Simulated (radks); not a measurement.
Values are calculated unless marked as measured or tabulated.
Q: The hydrogen anion H-, [He], held by a Watson sphere: a shell of charge +1 at radius R that stands for the Madelung well of a crystal (potential energy -1/R inside, -1/r outside, in hartree with lengths in bohr). Code: a radial shooting solver on a logarithmic mesh with Libxc functionals. Model: non-relativistic Kohn-Sham, r2SCAN, spin-unpolarised, spherical densities, point nucleus; meta-GGA in the generalised Kohn-Sham scheme.

R (bohr)  e(1s) (eV)  <r> 1s (bohr)  sum of <r^2> (bohr^2)  X-ray form factor at sin(theta)/lambda = 0.1 1/angstrom
1.51          -8.465          1.607                  6.816                                                    1.577
1.6           -8.192          1.642                  7.116                                                    1.561
2.25          -6.609          1.861                  9.220                                                    1.459
2.29          -6.529          1.873                  9.344                                                    1.454
2.58          -5.993          1.953                  10.22                                                    1.415
2.87          -5.525          2.024                  11.07                                                    1.381

Estimate the row for R = 2.1 bohr.

A: e(1s) (eV) -6.924; <r> 1s (bohr) 1.815; sum of <r^2> (bohr^2) 8.747; X-ray form factor at sin(theta)/lambda = 0.1 1/angstrom 1.481.
